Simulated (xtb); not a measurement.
C$_{2}$H$_{6}$Te, charge -1, quartet, at the geometry of the source list (a state made from the parent by changing its charge; the spin is typed, not shown lowest); GFN1-xTB (xtb 6.7.1).

The xtb input:
```
$ xtb mol.xyz --gfn 1 --chrg -1 --uhf 3 --json

# file mol.xyz
9

C      1.58710000    -0.09640000     0.02730000
Te     0.06580000     0.68660000    -1.30570000
C     -1.58550000     0.10180000    -0.03050000
H      2.04770000    -0.97560000    -0.40480000
H      2.34410000     0.65480000     0.20250000
H      1.12590000    -0.36030000     0.96760000
H     -1.21530000    -0.55540000     0.74240000
H     -2.32110000    -0.42430000    -0.62090000
H     -2.04860000     0.96880000     0.42210000
```

Question: Predict the main parts of the log of this xtb run.

Answer: 
```
   ID    Z sym.   atoms
    1    6 C      1, 3
    2   52 Te     2
    3    1 H      4-9

           -------------------------------------------------
          |                Calculation Setup                |
           -------------------------------------------------

           -------------------------------------------------
          |                 G F N 1 - x T B                 |
           -------------------------------------------------

          ...................................................
          :                      SETUP                      :
          :.................................................:
          :  # basis functions                  30          :
          :  # atomic orbitals                  29          :
          :  # shells                           19          :
          :  # electrons                        21          :
          :  # halogen bonds                     0          :
          :  max. iterations                   250          :
          :  Hamiltonian                  GFN1-xTB          :
          :  restarted?                      false          :
          :  GBSA solvation                  false          :
          :  PC potential                    false          :
          :  electronic temp.          300.0000000     K    :
          :  accuracy                    1.0000000          :
          :  -> integral cutoff          0.2500000E+02      :
          :  -> integral neglect         0.1000000E-07      :
          :  -> SCF convergence          0.1000000E-05 Eh   :
          :  -> wf. convergence          0.2000000E-04 e    :
          :  Broyden damping             0.4000000          :
          :  net charge                         -1          :
          :  unpaired electrons                  3          :
          ...................................................

 iter      E             dE          RMSdq      gap      omega  full diag
   1    -11.2619294 -0.112619E+02  0.713E+00    1.68       0.0  T
   2    -11.2775901 -0.156607E-01  0.422E+00    2.12       1.0  T
   3    -11.2775084  0.816892E-04  0.926E-01    2.09       1.0  T
   4    -11.2789748 -0.146635E-02  0.213E-01    2.18       1.0  T
   5    -11.2790530 -0.781707E-04  0.203E-02    2.16       1.6  T
   6    -11.2790559 -0.298058E-05  0.169E-03    2.16      19.7  T
   7    -11.2790559 -0.782552E-08  0.416E-04    2.16      80.1  T
   8    -11.2790559 -0.728676E-09  0.185E-05    2.16    1801.9  T
[...]
         :: total energy             -11.164826936251 Eh    ::
[...]
        22                          0.3462475               9.4219
        23                          0.5122455              13.9389
       ...                                ...                  ...
        29                          0.7214809              19.6325
      -------------------------------------------------------------
                  HL-Gap            0.0792611 Eh            2.1568 eV
             Fermi-level           -0.0521566 Eh           -1.4193 eV

  Mulliken/CM5 charges         n(s)   n(p)   n(d)
     1C    -0.20693 -0.36866   1.087  3.120  0.000
     2Te   -0.22302 -0.20920   1.990  3.779  0.455
     3C    -0.20608 -0.36805   1.087  3.120  0.000
     4H    -0.06498 -0.01374   1.065  0.000  0.000
     5H    -0.06872 -0.01724   1.069  0.000  0.000
     6H    -0.04794  0.00418   1.048  0.000  0.000
     7H    -0.04819  0.00396   1.048  0.000  0.000
     8H    -0.06911 -0.01747   1.069  0.000  0.000
     9H    -0.06504 -0.01379   1.065  0.000  0.000

Wiberg/Mayer (AO) data.
largest (>0.10) Wiberg bond orders for each atom

 ---------------------------------------------------------------------------
     #   Z sym  total        # sym  WBO       # sym  WBO       # sym  WBO
 ---------------------------------------------------------------------------
     1   6 C    3.817 --     6 H    1.006     5 H    1.001     4 H    0.996
                             2 Te   0.789
     2  52 Te   1.916 --     3 C    0.790     1 C    0.789
     3   6 C    3.818 --     7 H    1.006     8 H    1.002     9 H    0.996
                             2 Te   0.790
     4   1 H    1.083 --     1 C    0.996
     5   1 H    1.082 --     1 C    1.001
     6   1 H    1.082 --     1 C    1.006
     7   1 H    1.083 --     3 C    1.006
     8   1 H    1.084 --     3 C    1.002
     9   1 H    1.083 --     3 C    0.996
 ---------------------------------------------------------------------------

Topologies differ in total number of bonds
Writing topology from bond orders to xtbtopo.mol

 dipole moment from electron density (au)
     X       Y       Z
  -0.0753  -0.7537   1.4244  total (Debye):    4.101

           -------------------------------------------------
          | TOTAL ENERGY              -11.164826936251 Eh   |
          | GRADIENT NORM               0.173401090782 Eh/α |
          | HOMO-LUMO GAP               2.156805270285 eV   |
           -------------------------------------------------

normal termination of xtb
```
